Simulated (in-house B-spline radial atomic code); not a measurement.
Values are calculated unless marked as measured or tabulated.
## Two electrons in InAs: a parabolic dot with ħω = 27 meV in all three directions

For InAs the NSM archive of the Ioffe Institute lists m* = 0.023 m0 and ε = 15.15. In so narrow a gap the band flattens within tens of meV, so real spacings are smaller, by up to some tenths.

Effective-mass model with parabolic bands, a uniform dielectric constant, no image charges, no central-cell or spin-orbit terms. Two-electron levels come from full CI in B-splines with partial waves to l = 5 (up to 0.001 effective hartree above the limit).

(1) What are the effective units, and what is the potential in them?

In these units the lowest s and p orbitals lie at 14.8500 and 24.7500, and their Coulomb and exchange integrals are J_ss = 2.5105, J_sp = 2.0921 and K_sp = 0.4184. (For a parabolic well J_ss = √(2ω/π).) Full CI gives 32.1365 for the ground singlet, 41.2562 for the sp triplet, 42.0369 for the sp singlet and 51.1562 for the lowest triplet of two s orbitals.

(2) What does it cost to add the second electron, to first order and exactly?

(3) How far above the singlet do the triplets lie?

## Answers

(1) Ha* = 27211.386 meV × 0.023/15.15² = 2.727 meV and a* = 0.0529177 nm × 15.15/0.023 = 34.86 nm. The frequency is ω = 9.9 Ha*. The one-electron levels are 3ω/2 = 14.8500 and 5ω/2 = 24.7500 Ha*.

(2) To first order E = 2ε_s + J_ss = 32.2105, so the charging energy E(2) − 2E(1) is J_ss = 6.846 meV. CI gives 32.1365 − 2 × (14.8500) = 2.4365, or 6.644 meV: relaxation and correlation lower it by 0.2018 meV, 2.9 % of J_ss. The s² configuration of one-electron orbitals holds 99.7 % of the state, and the mean radius is 12.8 nm.

(3) To first order the sp triplet lies at ε_s + ε_p + J_sp − K_sp = 41.2737, which is 24.71 meV above 2ε_s + J_ss. CI gives 41.2562 − (32.1365) = 9.1197, or 24.87 meV, 92 % of the orbital spacing of 27 meV. The ss triplet lies 51.86 meV up, so the lower of the two is the sp one, and its gap equals k_BT at 289 K. The sp singlet-triplet splitting is 2.129 meV, against 2K_sp = 2.282 meV. The sp singlet lies ħω above the ground state (9.9004 against 9.9), as Kohn's theorem demands for a parabolic well.
